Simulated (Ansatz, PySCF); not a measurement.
GeF2ClBr, SMILES [F][Ge]([F])([Cl])[Br].

Geometry: PBE0-D3(BJ)/def2-SVP. This is a generated structure with no PubChem entry under its InChIKey; it may be hypothetical.

Vertical ionisation energy (IE) and electron affinity (EA) in eV. Rows of orbital energies are one-electron estimates. Where ΔSCF, EOM or ADC give a negative EA the extra electron is unbound and the value depends on the basis.

| level | IE | EA |
|---|---|---|
| −ε(HOMO), −ε(LUMO), HF/def2-TZVP (PySCF) | 12.67 | -1.83 |
| −ε(HOMO), −ε(LUMO), PBE/def2-TZVP (PySCF) | 8.19 | 3.20 |
| ΔSCF, PBE0/def2-SVPD (Ansatz), final states of multiplicity 2 and 2 | 11.92 | 0.64 |
| ΔSCF, PBE/def2-SVPD (Ansatz), final states of multiplicity 2 and 2 | 11.45 | 0.78 |

What vertical singlet–triplet gap does ΔSCF give with PBE0/def2-SVPD (Ansatz, a quantum-chemistry and plane-wave program) and with PBE/def2-SVPD (Ansatz)? (The exact figures need the calculation; the answer reports its results.)

5.51 and 5.05 eV (triplet above singlet where positive).
